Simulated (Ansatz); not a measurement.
Molecule: VO3, charge 0, multiplicity 2. The spin state was set by rule; other spins were not relaxed. 
Geometry from a B3LYP-D3(BJ)/def2-TZVP (Ansatz, a first-principles code) optimisation:
```
V
O 1 1.5878
O 1 1.8032 2 127.73
O 3 1.4497 1 66.30 2 109.85
```
Charge 0, spin multiplicity 2.

Total electronic energies in hartree. Correlated levels leave the core frozen unless marked. Open shells are spin-unrestricted. Spin-orbit coupling is left out. The frozen core is the preceding noble-gas configuration, with the filled d and f shells of earlier blocks. No relativistic terms. CBS marks a two-point X^-3 extrapolation of the correlation energy; Hartree-Fock from the larger set. The bracket is a focal-point correction in the basis named. The program attaches cautions to a run behind CCSD/6-31G: large difference. The program attaches cautions to a run behind CCSD(T)/6-31G: large difference.

The UHF reference is spin-contaminated (<S^2> 0.53 over the pure value in the largest basis). The T1 diagnostic of CCSD in the largest basis is 0.085, which is high, so the coupled-cluster rows are less sure than usual.

```
level                                                              program  energy (Eh)
----------------------------------------------------------  --------------  -----------
HF/def2-TZVPPD                                                      Ansatz  -1167.44195
RI-HF/def2-TZVPPD                                                   Ansatz  -1167.44183
SVWN5/def2-TZVPD                                                    Ansatz  -1166.07894
PBE-D3(BJ)/def2-TZVPD                                       Ansatz + dftd3  -1169.33855
revPBE/def2-TZVPD                                                   Ansatz  -1169.61711
r2SCAN-D3(BJ)/def2-TZVPD                                    Ansatz + dftd3  -1169.63185
B3LYP-D3(BJ)/def2-TZVPD                                     Ansatz + dftd3  -1169.76228
PBE0/6-31G*                                                         Ansatz  -1169.10539
PBE0-D3(BJ)/def2-TZVPD                                      Ansatz + dftd3  -1169.28978
PBE0/def2-QZVPP                                                     Ansatz  -1169.31971
BHLYP-D3(BJ)/def2-TZVPD                                     Ansatz + dftd3  -1169.54393
r2SCAN0/def2-TZVPD                                                  Ansatz  -1169.51704
HSE06-D3(BJ)/def2-TZVPD                                     Ansatz + dftd3  -1169.27287
CAM-B3LYP/def2-TZVPD                                                Ansatz  -1169.69980
LC-wPBE/def2-TZVPD                                                  Ansatz  -1169.40343
wB97M-V/def2-TZVPD                                                  Ansatz  -1169.60698
B2GP-PLYP-D3(BJ)/def2-TZVPD                                 Ansatz + dftd3  -1169.21278
B2PLYP-D4/def2-TZVPD                                        Ansatz + dftd4  -1169.36023
RI-MP2/def2-TZVPPD                                                  Ansatz  -1168.31892
RI-MP2/def2-QZVPPD                                                  Ansatz  -1168.40266
CCSD/6-31G                                                          Ansatz  -1167.70062
CCSD(T)/6-31G                                                       Ansatz  -1167.74314
RI-MP2/CBS(def2-TZVPP,def2-QZVPP)+[CCSD(T)-MP2]/def2-TZVPP          Ansatz   -1168.5347
```

Totals of different functionals don't rank their quality; only differences between species are comparable.
